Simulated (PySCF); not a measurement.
# Ions at one geometry of LaH3(H2O)

PySCF 2.14.0, RKS PBE0, La def2-SVP with ECP46, H def2-SVP, O def2-SVP; non-relativistic Hamiltonian with scalar-relativistic core potentials where named; density fitting; no spin-orbit coupling; singlets restricted, open shells unrestricted. The geometry is relaxed for charge 0, singlet, vacuum:

```xyz
7

La    0.2199   -0.2217    0.2217
H     1.3682    1.1685    1.3893
H    -1.1403   -1.3947    1.3947
H     1.3682   -1.3893   -1.1685
O    -1.2788    1.2657   -1.2657
H    -1.5941    2.1567   -1.0657
H    -1.5941    1.0657   -2.1567
```

Energies count from the relaxed state; an electron taken off or put on is at rest in vacuum. Charges and spins are Mulliken's.

| state | energy (eV) | spin squared | charge on La1 (e) | spin on La1 (e) | dipole about the centre of mass (D) |
| --- | --- | --- | --- | --- | --- |
| charge 0, singlet, vacuum | 0.00 | 0.00 | 0.77 | 0.00 | 7.79 |
| charge -1, doublet, vacuum | 0.05 | 0.75 | -0.10 | 0.86 | 1.43 |

What does the state charge +1, doublet, vacuum give?

energy (eV) 8.09, spin squared 0.77, charge on La1 (e) 1.17, spin on La1 (e) 0.08, dipole about the centre of mass (D) 4.94.

With an electron taken off (doublet) the charges change, summed by element, by La +0.40 e, H +0.61 e, O -0.02 e. The vertical ionisation energy is 8.09 eV, against −ε(HOMO) = 6.07 eV of the relaxed state. The level lies 2.0 eV too high, as is usual for semilocal functionals and global hybrids, which keep a self-interaction error.

With an electron put on (doublet) the charges change, summed by element, by La -0.86 e, H -0.21 e, O +0.08 e. The vertical electron affinity is -0.05 eV, against −ε(LUMO) = 1.25 eV of the relaxed state. The basis has no diffuse functions, which an added electron needs. The added electron's level lies above zero.

Open shells may have lower solutions than those found.
